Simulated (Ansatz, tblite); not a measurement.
Forces on AlSe3 at its PBE-D4/def2-SVP geometry. The state is a doublet with charge 0.

The xTB rows come from tblite. The structure comes from a short search, and lower isomers may exist.

GFN1-xTB (tblite), largest force 1.01 eV/Å:

```xyz
4
positions Å, forces eV/Å
Al    0.161    0.425   -0.161    0.003   -0.191    0.049
Se   -0.381   -0.993    1.675    0.220    0.464   -0.309
Se    1.266    2.157   -0.954   -0.505   -0.792    0.363
Se   -1.046   -1.590   -0.560    0.281    0.518   -0.103
```

GFN2-xTB (tblite), largest force 0.35 eV/Å:

```
Al -0.112 -0.311 0.117
Se 0.017 0.070 -0.037
Se 0.072 0.165 -0.066
Se 0.024 0.076 -0.014
```

PBE0-D4/def2-TZVP (Ansatz), largest force 0.69 eV/Å:

```
Al -0.007 -0.074 0.020
Se -0.076 0.036 -0.682
Se -0.198 -0.318 0.145
Se 0.281 0.356 0.517
```
